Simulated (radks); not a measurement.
Effect of the nuclear size on the samarium ion Sm3+, [Xe] 4f5. All-electron calculation, Dirac Kohn-Sham, PBE, spin-unpolarised, spherical densities, finite nucleus; open shells fill j = l - 1/2 first; Fermi nuclear charge, rms radius 5.0819 fm. Program: a radial shooting solver on a logarithmic mesh with Libxc functionals. The rms radius is varied about that value; shifts are against it.

| rms radius (fm) | total energy shift (eV) | density at nucleus (e/bohr^3) | 1s1/2 shift (meV) | 2s1/2 shift (meV) | 4p1/2 shift (meV) | 5s1/2 shift (meV) | 5p1/2 shift (meV) | 4f5/2 shift (meV) | 6s1/2 (empty) shift (meV) |
|---|---|---|---|---|---|---|---|---|---|
| 4.3654 | -4.43 | 5.528e+05 | -1830 | -232 | 0.379 | -1.92 | 0.109 | 0.313 | -0.367 |
| 4.5788 | -3.16 | 5.466e+05 | -1310 | -165 | 0.270 | -1.37 | 0.078 | 0.223 | -0.262 |
| 5.0819 | 0 | 5.332e+05 | 0.000 | 0.000 | 0.000 | 0.000 | 0.000 | 0.000 | 0.000 |
| 5.4173 | 2.25 | 5.251e+05 | 929 | 118 | -0.192 | 0.972 | -0.055 | -0.159 | 0.186 |
| 6.1796 | 7.76 | 5.089e+05 | 3210 | 406 | -0.661 | 3.36 | -0.191 | -0.548 | 0.643 |

Slopes of the eigenvalues against <r^2> in GHz/fm^2, as finite differences over the two radii next to the reference (eigenvalue slopes, not the field-shift constants of lines): 1s1/2 64500, 2s1/2 8170, 4p1/2 -13.3, 5s1/2 67.5, 5p1/2 -3.84, 4f5/2 -11.0, 6s1/2 (empty) 12.9.
